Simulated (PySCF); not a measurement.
**Magnetisability: SMILES FC/C=C/CB(F)F, C4H6BF3**

Geometry (Å), atoms numbered from 1 in this order:
```xyz
14

F     2.855    1.020   -1.137
C     2.387    0.349   -0.028
C     1.058   -0.269   -0.317
C    -0.018   -0.094    0.432
C    -1.356   -0.705    0.142
B    -2.490    0.374   -0.100
F    -2.542    1.523    0.537
F    -3.484    0.180   -0.941
H     3.141   -0.417    0.199
H     2.333    1.078    0.786
H     1.023   -0.876   -1.211
H     0.028    0.530    1.315
H    -1.284   -1.385   -0.707
H    -1.652   -1.308    1.008
```

Method: GIAO KT2/MINI magnetisability, rotational g tensor and spin-rotation constants, non-relativistic, gas phase in PySCF 2.14.0. Geometry: GFN2-xTB.

Problem. How diamagnetic is it, and how anisotropic?

Solution. Isotropic -1133 × 10⁻³⁰ J/T², or -68.2 × 10⁻⁶ cm³/mol; principal values -1245, -1156, -997 × 10⁻³⁰ J/T², anisotropy 217 × 10⁻³⁰ J/T² (root of half the summed squared differences of the principal values). The susceptibility is in cgs units.

Problem. Split it along the inertial axes a, b, c into diamagnetic and paramagnetic parts about the centre of mass, with the quadrupole moment.

Solution. 
| axis | χ (10⁻⁶ cm³/mol) | diamagnetic (10⁻⁶ cm³/mol) | paramagnetic (10⁻⁶ cm³/mol) | summed x² of all electrons (Å²) | quadrupole Θ (D Å) |
| --- | --- | --- | --- | --- | --- |
| a | -70.1 | -350.0 | 279.9 | 347.3 | -4.91 |
| b | -67.3 | -1628.5 | 1561.2 | 46.0 | +1.44 |
| c | -67.2 | -1668.6 | 1601.4 | 36.5 | +3.47 |

Anisotropies 2χaa − χbb − χcc = -5.6 and 2χbb − χaa − χcc = +2.7 × 10⁻⁶ cm³/mol. Θ is traceless in Buckingham's convention.

Problem. And the rotational g tensor?

Solution. 
```
axis  rotational constant (GHz)        g  nuclear part  electronic part
   a                     4.5274  -0.0392        0.5560          -0.5953
   b                     0.6990  -0.0082        0.5045          -0.5127
   c                     0.6834  -0.0084        0.5057          -0.5142
```
Asymmetric top; isotopes 11B, 12C, 19F, 1H; no vibrational averaging.
